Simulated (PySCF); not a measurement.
C6H12AsP.
Numbering: `[CH:1]#[C:2][CH2:3][P:4]([CH3:5])[As:6]([CH3:7])[CH3:8]` (hydrogens: H9 on C1; H10, H11 on C3; H12, H13, H14 on C5; H15, H16, H17 on C7; H18, H19, H20 on C8)

Computed by this run: PBE0-D3(BJ)/def2-SVP geometry optimisation, gas phase in PySCF 2.14.0; density fitting, grid level 1; the optimiser is geomeTRIC in internal coordinates, started from a GFN2-xTB structure with every atom displaced at random (about 0.01 Å).

Step 0: E = -76513.0648 eV
```
atom  x, y, z in Å  |  force x, y, z in eV/Å
C1      3.7641    1.2799   -1.1405   -1.181  -0.364   0.834
C2      2.8300    0.9601   -0.4444   -0.040  -0.061   0.165
C3      1.6943    0.5427    0.3502    0.695  -0.055   0.462
P4      0.2403    0.2587   -0.7377   -0.845  -0.240  -0.280
C5      0.8058   -1.3132   -1.5509   -0.484   0.257   0.958
As6    -1.1374   -0.6888    0.9162    0.153   0.080  -0.001
C7     -2.6787   -0.9571   -0.2717   -0.084   0.280  -0.081
C8     -1.7144    1.0509    1.6418   -1.197  -0.671  -0.099
H9      4.5503    1.6168   -1.7191    1.456   0.527  -1.067
H10     1.9599   -0.3739    0.9159   -0.095   0.145  -0.004
H11     1.4534    1.3307    1.0848   -0.069  -0.044  -0.009
H12     1.1050   -2.0569   -0.7989    0.071  -0.134  -0.083
H13     1.6371   -1.0529   -2.1770    0.808   0.082  -0.618
H14     0.0005   -1.7029   -2.1663   -0.311  -0.215  -0.285
H15    -2.5673   -1.8592   -0.8818    0.131  -0.114  -0.076
H16    -2.8220   -0.0838   -0.9223    0.044   0.011  -0.122
H17    -3.5879   -1.0696    0.3252   -0.149  -0.090   0.240
H18    -1.9119    1.7671    0.8504   -0.027   0.329  -0.413
H19    -2.6596    0.9025    2.2046    0.229  -0.044  -0.156
H20    -1.0126    1.4644    2.3345    0.894   0.323   0.634
```

Problem. Estimate the geometry and energy of step 1. (The exact step hangs on the optimiser's Hessian estimate; all steps are aligned on step 0, rigid shifts and turns removed.)

Solution. E = -76513.1853 eV, largest force 0.502 eV/Å
```
atom  x, y, z in Å  |  force x, y, z in eV/Å
C1      3.8174    1.2631   -1.1422    0.384   0.156  -0.283
C2      2.8920    0.9412   -0.4321   -0.146   0.009   0.073
C3      1.7451    0.5620    0.3664   -0.151  -0.045  -0.050
P4      0.2238    0.2787   -0.7211    0.078   0.071   0.046
C5      0.7646   -1.2858   -1.5483    0.099   0.031  -0.178
As6    -1.1425   -0.6632    0.9268   -0.054  -0.015   0.018
C7     -2.6715   -0.9667   -0.2802    0.008  -0.038  -0.002
C8     -1.7825    1.0510    1.6561    0.229   0.170   0.104
H9      4.6469    1.5752   -1.7615   -0.210  -0.117   0.164
H10     1.9632   -0.3402    0.9609    0.012  -0.037   0.034
H11     1.4908    1.3697    1.0718    0.015   0.027   0.029
H12     1.0849   -2.0631   -0.8385    0.001  -0.042   0.018
H13     1.6082   -1.0491   -2.2235   -0.130  -0.036   0.106
H14    -0.0630   -1.6722   -2.1642    0.047  -0.003   0.021
H15    -2.5134   -1.8856   -0.8626    0.014   0.003  -0.004
H16    -2.8246   -0.1208   -0.9651    0.007   0.030  -0.015
H17    -3.5750   -1.1014    0.3322   -0.007  -0.014   0.014
H18    -1.9869    1.7830    0.8590   -0.001  -0.044   0.029
H19    -2.7009    0.8702    2.2307   -0.055  -0.022   0.027
H20    -1.0276    1.4694    2.3487   -0.139  -0.083  -0.151
```

The energy changes by -0.1205 eV. The first-order estimate −F·Δx gives -0.2867 eV and the mean of the old and new forces, exact on a quadratic surface, -0.1244 eV. The step makes an angle of 73° with the force vector and moves no atom by more than 0.113 Å.

The cost below is that of the whole optimisation. Hardware: one thread of an Intel Xeon Platinum 8559C, shared host with 192 logical CPUs at a one-minute load of 50. Cost: 2.2 min of wall time, 0.89 GiB resident at most.
